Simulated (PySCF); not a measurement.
Match the calculated data to a structure.

* Dipole: 3.67 D [CAM-B3LYP/def2-SVPD]
* UV, strongest line: among the 8 lowest singlet transitions: S5 at 5.06 eV (245 nm, f = 0.262) [TDDFT CAM-B3LYP/def2-SVPD]
* 13C NMR: chemical shifts (computed TMS as zero) by class: 165.3 (1 C), 148.3 (1 C), 143.2 (1 C), 137.7 (1 C), 130.9 (1 C) ppm [GIAO PBE0/pcSseg-1]
* UV, first state: lowest singlet excitation: 3.58 eV (346 nm, f = 0.000) [TDDFT CAM-B3LYP/def2-SVPD]
* Rotational structure: rotational constants A, B, C: 2.609, 1.680, 1.022 GHz [GFN2-xTB]
* Triplet: lowest triplet excitation (Tamm–Dancoff): 2.85 eV [TDA CAM-B3LYP/def2-SVPD]

The electronic properties come from PySCF, for the isolated species, density fitting. Levels stand in brackets. Isolated species at its GFN2-xTB geometry (one conformer only). NMR values are class means; diastereotopic atoms form classes of their own.

Question: Which candidate is it?
A. `N#C[C@]1(F)CCNC[SiH2]1`
B. `C=Cc1ncnnc1F`
C. `CCn1nc(F)cc1[SiH3]`
D. `C=Cc1nnncc1F`

Answer: D. It is `C=Cc1nnncc1F`. Numbering: `[CH2:1]=[CH:2][c:3]1[n:4][n:5][n:6][cH:7][c:8]1[F:9]`. Its formula, C5H4FN3, gives 5 degrees of unsaturation: 1 ring and 4 π bonds in the structure found (Kekulé form). 5 carbons fall into 5 classes; from least to most shielded: aromatic C–F carbon [C8] (165.3 ppm), substituted aromatic carbon [C3] (148.3 ppm), aromatic CH next to a ring nitrogen [C7] (143.2 ppm), terminal =CH2 carbon [C1] (137.7 ppm), alkene CH carbon [C2] (130.9 ppm). S1 is mainly HOMO→LUMO (weight 0.93); the largest Löwdin shares of the orbital it empties are 0.48 on a pyridine-type nitrogen, 0.20 on a pyridine-type nitrogen, 0.18 on a pyridine-type nitrogen and 0.05 on the substituted aromatic carbon, of the orbital it fills 0.17 on the substituted aromatic carbon, 0.17 on the terminal =CH2 carbon, 0.14 on a pyridine-type nitrogen and 0.12 on the aromatic CH next to a ring nitrogen. The optimised geometry has point group Cs and is an asymmetric top.

The others, at the same levels:
- `C=Cc1ncnnc1F` fails: its computed 13C shifts are 173.8 (1 C), 161.6 (1 C), 147.0 (1 C), 139.9 (1 C), 133.4 (1 C) ppm and rotational constant A is 2.731 GHz (against 2.609 GHz).
- `N#C[C@]1(F)CCNC[SiH2]1` fails: its computed 13C shifts are 124.0 (1 C), 82.3 (1 C), 49.4 (1 C), 44.3 (1 C), 36.2 (1 C) ppm, rotational constant A is 1.807 GHz (against 2.609 GHz) and smallest rotational constant is 1.106 GHz (against 1.022 GHz).
- `CCn1nc(F)cc1[SiH3]` fails: its computed 13C shifts are 173.5 (1 C), 133.2 (1 C), 107.0 (1 C), 50.7 (1 C), 19.5 (1 C) ppm, rotational constant A is 1.851 GHz (against 2.609 GHz) and smallest rotational constant is 0.729 GHz (against 1.022 GHz).

Each candidate is one conformer, not necessarily the lowest. Dipoles, sizes and rotational constants follow the conformer. The torsions of the flexible species, by atom-mapped SMILES:
- `[CH2:1]=[CH:2][c:3]1[n:4][n:5][n:6][cH:7][c:8]1[F:9]`: C1–C2–C3–N4 0°
- `[CH2:1]=[CH:2][c:3]1[n:4][cH:5][n:6][n:7][c:8]1[F:9]`: C1–C2–C3–N4 0°
- `[CH3:1][CH2:2][n:3]1[n:4][c:5]([F:6])[cH:7][c:8]1[SiH3:9]`: C1–C2–N3–N4 -86°

The conformers of `N#C[C@]1(F)CCNC[SiH2]1` aren't listed.
